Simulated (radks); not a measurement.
Results of a calculation; reference values are marked as such.
Question: Spherical quantum dot in the effective-mass picture: electrons in a parabolic well V = omega^2 r^2 / 2 with omega = 2.23, with a point charge +1 (a donor) at the centre, all in effective atomic units (hartree* = m*/eps^2 hartree, bohr* = eps/m* bohr), one dielectric constant everywhere. Level of theory: non-relativistic Kohn-Sham, r2SCAN, spin-polarised, spherical densities, generalised Kohn-Sham scheme (a radial shooting solver with Libxc functionals). Levels are named by radial order and angular momentum (1s, 1p, 1d, 2s, ...), and open shells are averaged over m. Results are scaled to m* = 0.351 and eps = 11.6, for which hartree* = 70.98 meV and bohr* = 1.749 nm. At N = 29 the configuration is 1s2 1p6 1d10 2s2 1f(up 7, down 2). Does electron 30 go into 2p up or 1f down or 2p down?

Answer: Into 1f down. The total energies of the other choices lie higher by 5.46 meV (2p up), 10.9 meV (2p down).
